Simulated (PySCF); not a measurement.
Task: What does the PBE0-D3(BJ)/def2-SVP structure of `C[NH][GeH2][NH][GeH3]` look like in three dimensions?

Result: 
Z-matrix in Å and degrees, rows numbered from 1:
```
C 
N   1  1.4442
Ge  2  1.8277  1  121.70
N   3  1.8234  2  102.66  1   -71.29
Ge  4  1.8371  3  122.95  2   -35.27
H   1  1.1036  2  111.08  3   154.59
H   1  1.1015  2  109.46  3    37.28
H   1  1.1083  2  114.57  3   -83.25
H   2  1.0143  1  113.72  3   145.83
H   3  1.5486  2  115.95  1    45.55
H   3  1.5453  2  104.97  1   168.05
H   4  1.0137  3  119.30  2   154.90
H   5  1.5416  4  110.87  3   -45.26
H   5  1.5431  4  106.24  3  -164.51
H   5  1.5425  4  111.67  3    76.59
```

N2 (nitrogen bonded to C, Ge and H) has angles 121.7°, 115.7° and 113.7°, sum 351.1°, 0.24 Å off the plane of its three neighbours. Ge3 (germanium bonded to 2 N and 2 H) is distorted tetrahedral (angles from 102.7° to 116.0°). N4 (nitrogen bonded to 2 Ge and H) is almost planar (angles 123.0°, 119.3° and 117.0°, sum 359.3°, 0.07 Å off the plane of its three neighbours). Ge5 (germanium bonded to N and 3 H) is tetrahedral (angles from 106.2° to 111.7°).

The calculation used PySCF, PBE0-D3(BJ)/def2-SVP geometry optimisation, gas phase.

Point group: C1 (no symmetry element, even within 0.4 Å). No PBE0-D3(BJ)/def2-SVP frequencies stand behind this structure, so it isn't proved a minimum. One conformer, not necessarily the lowest (C1–N2–Ge3–N4 -71°, N2–Ge3–N4–Ge5 -35°).
